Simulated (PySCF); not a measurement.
# Reading the logs of faulty runs: GeH10Si3

Calculated results; nothing here was measured. They come from PySCF 2.14.0, an open-source quantum chemistry program, on an isolated molecule that a program drew, which may never have been made. The molecule is GeH10Si3 (charge 0, singlet), drawn as the SMILES string `[SiH3][SiH2][GeH2][SiH3]`.

Each row is a Hartree-Fock (HF) and frozen-core CCSD(T) single point in the cc-pV(D+d)Z basis, meant for a local HF minimum. Run 1 is clean. Each other run has one planted mistake out of seven kinds, and not every kind appears here: one electron removed, one electron added, multiplicity raised by two, geometry at a saddle point, minimal basis STO-3G, one bond length entered in bohr, all coordinates scaled. The reference is restricted for singlets and unrestricted otherwise, and also for a bond in bohr. Adding or removing an electron swaps singlet and doublet. Electrons count all cores. HOMO and LUMO are orbital energies over both spins, the gradient is its largest component, and the lowest frequency (negative if imaginary) is given only where the gradient is small. Bond lengths are over the 13 bonds as drawn. T1 is the CCSD diagnostic: over 0.02 (restricted) or 0.045 (unrestricted) a single reference is doubtful. Germanium has the cc-pVDZ-PP basis, with a core potential (ECP10MDF) in place of its 10 inner electrons, and its 3s, 3p and 3d shells are frozen in CCSD(T).

Geometry of the clean run:
```xyz
14
GeH10Si3, angstrom
Si    2.7188   -0.8974   -2.0445
Si    1.5907    0.4544   -0.4623
Ge    0.1476   -0.8363    0.9769
Si   -1.0113    0.5253    2.5893
H     3.5877   -0.0691   -2.9152
H     1.7337   -1.6112   -2.8922
H     3.5588   -1.8988   -1.3444
H     2.5849    1.1713    0.3768
H     0.7724    1.4714   -1.1713
H    -0.8790   -1.5888    0.1150
H     0.9868   -1.8930    1.7131
H    -1.8400    1.5354    1.8899
H    -0.0306    1.2258    3.4517
H    -1.8892   -0.3119    3.4404
```

```
run  electrons  basis functions  <S^2>  HOMO (eV)  LUMO (eV)  gradient (hartree/bohr)  lowest frequency (cm^-1)  mean bond (Å)  longest bond (Å)      T1  HF (hartree)  CCSD(T) (hartree)                          mistake
  1         84              142  0.000      -9.87       2.72                  1.3e-05                        26         1.7021             2.412  0.0129   -1166.00516        -1166.51773                         no fault
  2         83              142  0.795     -15.65      -7.73                  4.9e-02                         -         1.7021             2.412  0.0214   -1165.68167        -1166.17662             one electron removed
  3         84              142  0.825      -9.05       1.17                  7.3e-03                         -         1.8035             2.801  0.0414   -1165.89527        -1166.39750  one bond length entered in bohr
  4         85              142  0.774       1.48       7.43                  3.0e-02                         -         1.7021             2.412  0.0166   -1165.92665        -1166.46443               one electron added
  5         84              142  2.023      -3.78      -2.46                  4.4e-02                         -         1.7021             2.412  0.0318   -1165.79084        -1166.30873                                ?
```

**Which mistake was planted in run 5, and what did it cost?**

Electrons, basis and geometry are unchanged, and <S^2> is 2.023, beside S(S+1) = 2.00 for a multiplicity of 3. So the mistake is: multiplicity raised by two. Subtracting run 1 and multiplying by 627.51 kcal/mol a hartree, the energy moved by 134.5 kcal/mol in HF and 131.1 kcal/mol in CCSD(T).

Cautions from the logs. Run 4: the HOMO is above zero, so the electron isn't bound and the energy depends on the basis.
